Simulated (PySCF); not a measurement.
Oscillator strengths, rates and cross-sections

Species: C7H9NSi.
InChI=1S/C7H9NSi/c1-2-7-9-8-5-3-4-6-8/h3-6H,9H2,1H3

Level of theory: TDDFT PBE0/def2-SVPD, vertical, gas phase, core orbitals frozen in the response (PySCF). The structure is a single PBE0-D3(BJ)/def2-SVP conformer in the gas phase; no vibrational or solvent corrections. Torsions of this conformer, `[CH3:1][C:2]#[C:3][SiH2:4][n:5]1[cH:6][cH:7][cH:8][cH:9]1`: C3–Si4–N5–C6 122°.

Computed singlets with f of 0.002 or more:

```tsv
state	ν̃ (cm⁻¹)	f
S2	42090	0.0033
S3	45530	0.012
S6	48210	0.016
S8	49370	0.047
S9	50530	0.022
S10	50870	0.022
```

**Question.** Give A, τ, |μ| and ∫σ dE for each state.

**Answer.** Relations used (vacuum, state to state): A = 0.6670 f ν̃² s⁻¹ (ν̃ in cm⁻¹); τ = 1/A; f = (2/3) ΔE |μ|² in atomic units; ∫σ dE = 109.76 f Mb·eV.

```json
{"state": "S2", "A (s⁻¹)": "3.9×10⁶", "τ": "260 ns", "|μ| (D)": "0.41", "∫σ dE (Mb·eV)": "0.36"}
{"state": "S3", "A (s⁻¹)": "1.7×10⁷", "τ": "58 ns", "|μ| (D)": "0.76", "∫σ dE (Mb·eV)": "1.4"}
{"state": "S6", "A (s⁻¹)": "2.5×10⁷", "τ": "39 ns", "|μ| (D)": "0.85", "∫σ dE (Mb·eV)": "1.8"}
{"state": "S8", "A (s⁻¹)": "7.7×10⁷", "τ": "13 ns", "|μ| (D)": "1.43", "∫σ dE (Mb·eV)": "5.2"}
{"state": "S9", "A (s⁻¹)": "3.7×10⁷", "τ": "27 ns", "|μ| (D)": "0.96", "∫σ dE (Mb·eV)": "2.4"}
{"state": "S10", "A (s⁻¹)": "3.9×10⁷", "τ": "26 ns", "|μ| (D)": "0.97", "∫σ dE (Mb·eV)": "2.5"}
```

Only emission to the ground state at the vertical energy is counted.

**Question.** Which computed singlets stay under f = 0.002?

**Answer.** S1 (4.80 eV, f 0.0008), S4 (5.74 eV, f 0.0003), S5 (5.85 eV, f 0.0005) and S7 (6.10 eV, f 0.0006).

**Question.** Suppose S2 emitted 0.3 eV lower with the same transition dipole. How would A change?

**Answer.** At fixed |μ|, A goes as the cube of the energy: (4.92/5.22)³ = 0.84, which makes τ about 310 ns.

**Question.** What is the integrated cross-section of all computed states together?

**Answer.** Σf = 0.126 over S1 to S10, so 109.76 × Σf ≈ 13.8 Mb·eV.

The vertical ionisation energy (ΔSCF) is 7.99 eV, 1.68 eV above S10.

Time: 3.0 min of wall time; peak memory 1.0 GiB. Hardware: an Arm Neoverse V2 with one thread, shared host.
